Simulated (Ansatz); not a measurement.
`CBOC` from Hartree–Fock to CCSD(T)

Cartesian coordinates in Å:
```
C 0.802 -1.070 1.372
B 0.032 -0.536 0.124
O -0.009 0.789 -0.116
C -0.686 1.333 -1.228
H 1.249 -0.278 1.976
H 0.132 -1.661 2.007
H 1.592 -1.762 1.060
H -0.533 -1.277 -0.645
H -1.453 2.025 -0.875
H -1.153 0.550 -1.833
H 0.027 1.887 -1.843
```

Total charge 0; spin multiplicity 1. The structure was optimised at the PBE0-D4/def2-TZVP level. It is one conformer, not always the lowest. Frozen core, restricted reference, Ansatz. CBS rows extrapolate triple and quadruple zeta; past MP2 they add the triple-zeta difference.

| basis | HF (Eh) | MP2 corr. |
| --- | --- | --- |
| def2-SVP | -179.26826 | -0.55837 |
| def2-TZVPP | -179.47403 | -0.69266 |
| def2-QZVPP | -179.48296 | -0.74043 |

Question: Estimate the CCSD correlation energy and the (T) correction in each basis where they were run (hartree).

Answer: 
```json
{"basis": "def2-SVP", "CCSD corr.": "-0.60666", "(T)": "-0.01592"}
{"basis": "def2-TZVPP", "CCSD corr.": "-0.73224", "(T)": "-0.02667"}
{"basis": "CBS(def2)", "CCSD corr.": "-0.81539", "(T)": "as TZ"}
```
